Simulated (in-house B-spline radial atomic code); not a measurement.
## RPA and G0W0 on LDA VWN5: the calcium ion Ca⁵⁺

Configuration [Ne] 3s2 3p3, highest spin, mean-field start LDA VWN5. Computed with a B-spline radial code for spherical atoms: all electrons, non-relativistic, point nucleus, each spin shell either full or empty, empty states to l = 9 with an (l + 1/2)⁻⁴ tail; G0W0 by contour deformation at full frequency.

Command:
```bash
python run_gw.py task.json out
```
Settings (radii: box in bohr, nucleus in fm):
```
Z                        20
electrons                15
configuration            [Ne] 3s2 3p3
hamiltonian              nr
method                   lda,vwn
lmax                     9
spin_polarised           True
box_radius               10.43
intervals                48
```

Cost of the run: 2 s on 1 thread of Arm Neoverse N1, on a shared host.

Energies (hartree):

```tsv
term	value
mean-field total	-667.61742
Hartree-Fock functional on these orbitals	-668.85468
direct second order	-1.0923
second-order exchange	0.398
SOSEX correction	0.35858
```

**Question.** What is the RPA correlation energy, and what remains with SOSEX?

**Answer.** RPA gives -0.95353 hartree (-1.73 eV per electron); RPA + SOSEX gives -0.59495, and the second-order doubles -0.6943 hartree (no singles). RPA lacks exchange-type terms and so overcorrelates at short range.

Quasi-particle levels (eV):

```csv
level,occupied,mean field,Σx - vxc,Σc,QP weight,G0W0
3p up,yes,-98.13,-9.62,?,?,?
3s down,yes,-112.70,-6.11,-3.02,0.951,-121.82
2p down,yes,-414.99,-34.73,8.52,0.882,-441.20
3p down,no,-93.06,11.65,-3.56,0.943,-84.98
```

G0W0 = mean field + (Σx - vxc) + Σc, with Σc (partial-wave tail included) taken at the quasi-particle energy. Only the outer levels were computed. Levels of low weight are left out.

**Question.** Where does G0W0 put 3p up?

**Answer.** At -107.83 eV, with Σc = -0.08 eV and a quasi-particle weight of 0.943. The tabulated removal energy is 108.78 ± 0.25 eV (NIST, semi-empirical); the calculation leaves out relativity, Breit and QED terms, and what these don't explain is the method's own error.
